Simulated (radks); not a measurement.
Valence configurations of neutral carbon (all share [He]). Method: non-relativistic Kohn-Sham, SCAN, spin-polarised, spherical densities, point nucleus; open shells are filled with parallel spins first; meta-GGA in the generalised Kohn-Sham scheme; computed with a radial shooting solver on a logarithmic mesh with Libxc functionals. Energies are relative to 2s2 2p2; eigenvalues in eV for spin up.

valence	E (eV)	moment (Bohr magnetons)	e(2p)	e(2s)
2s2 2p2	0.000	2	-6.389	-15.762
2s1 2p3	3.116	4	-7.270	-16.719
2p4	18.182	2	-7.657	-
2s0.5 2p3.5	11.087	3	-7.883	-17.396

NIST lists [He] 2s2 2p2 as the ground configuration; this level of theory agrees among the configurations tried. The energies are those of spherical high-spin densities, not of single terms. No valid solution was reached for [He] 2s1.5 2p2.5.
